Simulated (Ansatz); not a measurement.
Basis sets compared for the cluster Cu₂Sn (the lowest singlet isomer of a short search). The state is a singlet with charge 0. Geometry PBE-D4/def2-TZVP. Ansatz on 4 threads of Arm Neoverse V1 on a shared host; times are rough, and most runs start from earlier orbitals.

```xyz
3

Cu   -0.3716    1.3411   -0.4530
Cu   -0.5189   -1.2022   -0.6538
Sn    0.8905   -0.1390    1.1068
```

In the def2 sets Sn takes a core potential; there is no spin–orbit coupling. This restricted singlet of an open-shell metal (gap down to 0.57 eV) wasn't tested against broken symmetry. The structure comes from a short search, and lower isomers may exist.

Binding counts from free atoms (Cu doublet, Sn triplet) in the same basis, without a counterpoise term.

| level | functions | energy (Eh) | HOMO (eV) | LUMO (eV) | binding per atom (eV) | wall time |
| --- | --- | --- | --- | --- | --- | --- |
| PBE-D4/def2-SVP | 88 | -3494.3976 | -4.07 | -3.49 | 1.85 | 0.95 s |
| PBE-D4/def2-TZVP | 140 | -3494.9160 | -4.36 | -3.73 | 1.61 | 1.6 s |
| PBE0-D4/def2-SVP | 88 | -3494.3973 | -4.69 | -2.70 | 1.50 | 1.5 s |
| PBE0-D4/def2-TZVP (with forces) | 140 | -3494.8958 | -4.96 | -2.91 | 1.35 | 3.3 s |

(1) Estimate the rows for PBE-D4/def2-TZVPD, PBE0-D4/def2-TZVPD.

## Answers

(1) 
| level | functions | energy (Eh) | HOMO (eV) | LUMO (eV) | binding per atom (eV) | wall time |
| --- | --- | --- | --- | --- | --- | --- |
| PBE-D4/def2-TZVPD | 152 | -3494.9166 | -4.38 | -3.75 | 1.62 | 1.7 s |
| PBE0-D4/def2-TZVPD | 152 | -3494.8962 | -4.97 | -2.94 | 1.35 | 3.1 s |
